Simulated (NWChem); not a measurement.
Molecule: CHBrCl2; SMILES ClC(Cl)Br

```xyz
5

Cl    -0.0869    -1.3116    -1.4569
C      0.4715    -0.4955     0.0000
Cl    -0.0869    -1.3116     1.4569
Br    -0.0411     1.3737     0.0000
H      1.5656    -0.5124     0.0000
```
Atoms are numbered in this order, from 1.

Program: NWChem. Structure relaxed at the PBE0/def2-SVP level.

For level BLYP/def2-TZVPD:

```yaml
highest occupied level (eV): -7.02
```

**Question.** What are these values for level PBE/def2-TZVPD?

**Answer.** 
- highest occupied level (eV) = -7.18
